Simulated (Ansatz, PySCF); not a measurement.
System: InF₃ (charge 0, singlet). SMILES: [F][In]([F])[F]
Structure (B3LYP-D3(BJ)/def2-TZVP (Ansatz, an electronic-structure program) minimum search):
```xyz
4

In     0.0000     0.0000     0.0000
F     -1.6502    -1.0027     0.0575
F      0.0200     1.7858    -0.7364
F      1.6302    -0.7832     0.6789
```
Charge 0, spin multiplicity 1.

Quantity: vertical triplet-singlet gap, E(triplet) - E(singlet), in eV. Conventions: STO-3G and 3-21G all-electron and non-relativistic; def2 sets with scalar-relativistic core potentials past Kr; each state is the SCF solution reached for its charge and spin; LANL2DZ with its own core potentials from Na on; frozen cores in correlated levels (noble-gas shells and the d and f shells of earlier blocks); spin-orbit terms left out; UHF or UKS for open shells; 6-31G* and kin with 6d, 5d where marked; dispersion terms only where a functional's name holds one. First-principles rows: single points at B3LYP-D3(BJ) geometries (Ansatz). Levels can end on unlike triplets.

| level | program | vertical triplet-singlet gap, E(triplet) - E(singlet) (eV) |
|---|---|---|
| HF/6-31G* with LANL2DZ past Ar | Ansatz | 5.42 |
| PBE/6-31G* with LANL2DZ past Ar | Ansatz | 4.64 |
| B3LYP/STO-3G | Ansatz | 4.38 |
| B3LYP/3-21G | Ansatz | 4.80 |
| B3LYP/6-31G* with LANL2DZ past Ar | Ansatz | 5.41 |
| M06-2X/6-31G* with LANL2DZ past Ar (5d) | PySCF | 6.43 |
| MP2/6-31G* with LANL2DZ past Ar | Ansatz | 7.13 |
| PBE/def2-TZVPD | Ansatz | 4.70 |
| PBE0/def2-TZVPD | Ansatz | 5.45 |
| wB97X-V/def2-TZVPD | Ansatz | 6.18 |

No value to compare with is used here. The 7 habitual levels span 4.38 (B3LYP/STO-3G) to 7.13 eV (MP2/6-31G* with LANL2DZ past Ar); PBE/def2-TZVPD gives 4.70.

The levels are drawn from those run, B3LYP/6-31G* more often than the rest, none by its result; left out are runs that failed, that the program found above a lower state of the same kind, or whose <S^2> lies over 0.5 above the pure value.
